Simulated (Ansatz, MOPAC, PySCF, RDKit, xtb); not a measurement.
Noncovalent pair: HF (SMILES F) (first 2 atoms) with CH2F2 (SMILES FCF); geometry from B3LYP-D3(BJ)/def2-TZVP, rigid monomers moved along the line of their centres of mass till H2···F3 is 2.10 Å.
(charge 0, multiplicity 1):
```xyz
7

F     -0.1266     0.0956    -0.0637
H      0.1928     0.6239     0.6339
F      0.7775     0.9057     2.6333
C      0.4104    -0.1735     3.4175
F     -0.6921     0.1770     4.1175
H      1.2306    -0.3721     4.1065
H      0.1723    -1.0041     2.7538
```

```tsv
level	interaction energy (kcal/mol)	minus MP2/CBS(aug-cc-pVDZ, aug-cc-pVTZ) + ΔCCSD(T)/aug-cc-pVDZ	cost
UFF	4.12	7.89	-
GFN-FF	-3.40	0.37	-
PM3	-1.70	2.07	-
PM7	1.66	5.43	-
GFN1-xTB	-3.06	0.71	-
GFN2-xTB	-3.27	0.50	-
HF/6-31G*	-3.25	0.52	-
HF/aug-cc-pVDZ	-3.18	0.59	-
BP86/6-31G* (no counterpoise)	-5.10	-1.33	-
r2SCAN-D3(BJ)/def2-TZVPPD	-4.02	-0.25	×2
B3LYP/6-31G*	-3.43	0.34	-
B3LYP/6-31G* (no counterpoise)	-5.92	-2.15	-
B3LYP/def2-TZVPPD	-3.24	0.53	×2
B3LYP-D3(BJ)/def2-TZVPPD	-3.88	-0.11	×2
PBE0-D4/def2-TZVPPD	-3.82	-0.04	×2
MP2/6-31G*	-3.33	0.44	-
MP2/aug-cc-pVTZ	-3.61	0.16	×4
SCS-MP2/aug-cc-pVTZ	-3.35	0.42	-
CCSD(T)/aug-cc-pVDZ	-3.54	0.23	×8
MP2/CBS(aug-cc-pVDZ, aug-cc-pVTZ) + ΔCCSD(T)/aug-cc-pVDZ	-3.77	0.00	×10
```

 The comparison column counts from a level with limits of its own.

The rows run from -5.92 (B3LYP/6-31G* (no counterpoise)) to 4.12 kcal/mol (UFF). The dispersion term adds -0.64 in B3LYP-D3(BJ).

Interaction energies are E(AB) − E(A) − E(B) at the monomers' geometry in the complex; basis-set methods are counterpoise corrected. Rows marked so take none. RDKit's UFF carries no charges.

Correlated levels freeze the cores. CBS(a, b) extrapolates the correlation energy as X⁻³ and adds the Hartree–Fock energy of set b. Rows in 6-31G* carry no dispersion term and start afresh at each structure (6-31G* with six Cartesian d functions). MP2/6-31G* freezes PySCF's default core. The state reached by PM3, PM7 isn't checked; PM7 holds dispersion and hydrogen-bond terms.

Run with Ansatz (a program for electronic structure) with Gaussian orbitals; MOPAC for PM3, PM7 (differences of heats of formation); PySCF for 6-31G* rows, the dispersion terms; RDKit for the force fields; xtb for the GFN methods. Values without a source in brackets are computed.

Costs are rough ratios of core time to PBE/def2-TZVPPD (about 2.5 s over the structures, on one shared machine); a dash marks a level with no comparable run of its own.
